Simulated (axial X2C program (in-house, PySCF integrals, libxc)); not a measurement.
Low determinants of MoB⁻ at the PBE0 level, with spin–orbit coupling

All values were computed with an in-house relativistic program for diatomic molecules. Two-component (2c) means X2C with spin–orbit coupling and atomic mean-field two-electron Coulomb and Gaunt terms. Basis: Mo dyall-acv3z [12s13p10d5f3g], B dyall-av3z [8s7p3d2f] (cores contracted in-house); Gaussian nuclei, density fitting, unrestricted open shells. Masses: Mo 97.905 u, B 11.009 u.

Search at 1.871 Å (vertical energies from the lowest determinant):

| ΔE (eV) | state | electrons beyond evenly filled partner blocks | electrons in ±ω = 1/2, 3/2, 5/2, 7/2 |
| --- | --- | --- | --- |
| 0.00 | Ω = 2 | 2 × ω = 1/2, ω = -3/2, ω = 5/2 | 32 13 3 0 |
| 0.36 | Ω = 3 | ω = 1/2, ω = 5/2 | 33 12 3 0 |
| 0.40 | Ω = 1 | ω = -3/2, ω = 5/2 | 32 13 3 0 |
| 0.80 | Ω = 1 | ω = -1/2, ω = 3/2 | 33 13 2 0 |
| 0.85 | Ω = 2 | ω = -1/2, ω = 5/2 | 33 12 3 0 |
| 1.13 | Ω = 5 | 2 × ω = 1/2, ω = 3/2, ω = 5/2 | 32 13 3 0 |
| 1.17 | Ω = 3 | ω = 1/2, ω = 5/2 | 31 14 3 0 |

Lowest determinant, Ω = 2 (⟨Sz⟩ = 2.00, ⟨Lz⟩ = 0.00 at PBE0): Re = 1.867 Å, ωe = 703.3 cm⁻¹.

The determinant in row 2 of the search, Ω = 3 (⟨Sz⟩ = 2.00, ⟨Lz⟩ = 1.00 at PBE0), was followed along the bond at PBE0; measured from the minimum of the lowest determinant it gives:

Te = 0.318 eV (2561 cm⁻¹), Re = 1.949 Å, ωe = 572.8 cm⁻¹.

**Question.** Compare the bond of the determinant in row 2 with that of the lowest one.

**Answer.** At PBE0 its Re is 0.082 Å longer and its force constant, which goes as ωe², is 0.66 times that of the lowest determinant. T0 ≈ Te + Δωe/2 = 2561 + (-65) = 2496 cm⁻¹.

The search compares states at one distance, so a state with another bond length can lie lower; it is not exhaustive and yields mostly the lowest determinant of each block pattern, so other components and higher states of one pattern are missing. These are energies of single determinants, not of spin-adapted states; PBE0 term energies can be off by some tenths of an eV, and the functional has no current term. Open-shell Ω = 0 determinants with evenly filled partner blocks cannot be reached by this program, so the Ω shown need not be the lowest component. The lowest determinant need not be the ground state where others lie within half an eV. For an anion, determinants above electron detachment are held by the basis set. Some points of a curve did not converge. The highest occupied level of some functionals is positive through self-interaction error; at Hartree–Fock it is bound. Row 1 has a positive highest level at its minimum. Row 2 has a positive highest level at its minimum.
